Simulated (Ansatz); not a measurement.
Relaxation of BFH$_{7}$NSi (11 atoms, charge 0, multiplicity 1), to a largest force component of 0.03 eV/Å in at most 50 steps.

Theory: RKS B3LYP/6-31G* in Ansatz.

```xyz
11
Properties=species:S:1:pos:R:3
B -0.017 -0.270 0.304
N 0.125 -0.775 1.674
H -0.668 -1.080 2.218
H 1.017 -0.867 2.139
F 1.074 0.071 -0.389
H -1.092 -0.198 -0.211
Si -0.350 2.806 0.970
H -1.630 2.803 0.213
H -0.431 3.848 2.033
H 0.762 3.149 0.047
H -0.137 1.486 1.584
```

Problem. Where does it end, and by what steps?

Solution. The forces met the threshold. The force dipped under the threshold on the way, but the program's further checks kept it going. After 27 steps the energy has fallen by 0.456 eV; H3 moved furthest, 1.69 Å.

| step | energy less start (eV) | largest force component (eV/Å) | accepted |
| --- | --- | --- | --- |
| 0 | 0.0000 | 2.251 | yes |
| 1 | -0.2556 | 1.112 | yes |
| 2 | -0.3403 | 0.419 | yes |
| 3 | -0.3652 | 0.385 | yes |
| 4 | -0.3649 | 1.051 | no |
| 5 | -0.3855 | 0.086 | yes |
| 6 | -0.3930 | 0.104 | yes |
| 7 | -0.3993 | 0.191 | yes |
| 8 | -0.4030 | 0.424 | yes |
| 9 | -0.4074 | 0.627 | yes |
| 10 | -0.4193 | 0.449 | yes |
| 11 | -0.4383 | 0.223 | yes |
| 12 | -0.4439 | 0.122 | yes |
| 13 | -0.4476 | 0.119 | yes |
| 14 | -0.4495 | 0.065 | yes |
| 15 | -0.4512 | 0.064 | yes |
| 16 | -0.4523 | 0.157 | yes |
| 17 | -0.4533 | 0.139 | yes |
| 18 | -0.4540 | 0.090 | yes |
| 19 | -0.4535 | 0.154 | no |
| 20 | -0.4551 | 0.083 | yes |
| 21 | -0.4553 | 0.081 | yes |
| 22 | -0.4555 | 0.049 | yes |
| 23 | -0.4558 | 0.026 | yes |
| 24 | -0.4560 | 0.039 | yes |
| 25 | -0.4560 | 0.041 | yes |
| 26 | -0.4560 | 0.060 | no |
| 27 | -0.4561 | 0.013 | yes |

```xyz
11
Properties=species:S:1:pos:R:3
B -0.268 -0.878 0.388
N 0.256 -1.554 1.490
H 0.040 -2.520 1.688
H 0.880 -1.119 2.157
F 0.062 0.411 0.182
H -1.006 -1.413 -0.386
Si -0.261 3.600 1.008
H -1.419 3.205 0.169
H -0.399 5.036 1.377
H 1.005 3.415 0.256
H -0.236 2.789 2.253
```

Whether the end is a true minimum wasn't checked by a vibrational analysis.

The run took 2.7 min on 1 thread of Arm Neoverse N1, on a shared host, peak memory 0.18 GiB.
